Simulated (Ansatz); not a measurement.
Molecule: sum formula H$_{6}$Si$_{2}$NO, charge 0, multiplicity 2. It need not be the lowest isomer of its formula. SMILES: N[SiH2]O[SiH2]
Coordinates optimised at B3LYP-D3(BJ)/def2-TZVP (Ansatz, a quantum-chemistry and plane-wave program):
```xyz
10

N     -1.4347     1.3446    -0.7048
Si    -1.2423    -0.1876     0.0232
O      0.3160    -0.6814     0.2373
Si     1.8826    -0.2085     0.3271
H     -1.3813     2.2014    -0.1789
H     -1.2987     1.4992    -1.6905
H     -1.8656    -1.1982    -0.8525
H     -1.8682    -0.1188     1.3587
H      2.7296    -1.4316     0.3481
H      2.2350     0.6330    -0.8538
```
Charge 0, spin multiplicity 2.

Quantity: atomisation energy (electronic, to ground-state atoms); the coupled-cluster value holds the core correlation from cc-pwCVTZ, in kcal/mol. Cores are frozen in the correlated levels unless marked. UHF or UKS for open shells. No spin-orbit coupling. Non-relativistic. CBS(X,Y): correlation extrapolated as X^-3; Hartree-Fock from the larger set.

Level to compare with: CCSD(T)/CBS(aug-cc-pV(T+d)Z,aug-cc-pV(Q+d)Z) plus the core term (Ansatz), 803.5 kcal/mol. It is a level with limits of its own, and the differences hold the functionals' basis error too.

Task: Rank these functionals by how close they come to CCSD(T)/CBS(aug-cc-pV(T+d)Z,aug-cc-pV(Q+d)Z), closest first: CAM-B3LYP/def2-TZVPD (Ansatz); BLYP/def2-TZVPD (Ansatz); wB97X-V/def2-TZVPD (Ansatz); r2SCAN0/def2-TZVPD (Ansatz).

Result: wB97X-V/def2-TZVPD (range-separated hybrid with VV10, 803.8 kcal/mol, difference 0.3), CAM-B3LYP/def2-TZVPD (range-separated hybrid, 801.3 kcal/mol, difference -2.2), BLYP/def2-TZVPD (GGA, 786.7 kcal/mol, difference -16.8), r2SCAN0/def2-TZVPD (hybrid meta-GGA, 784.8 kcal/mol, difference -18.7)
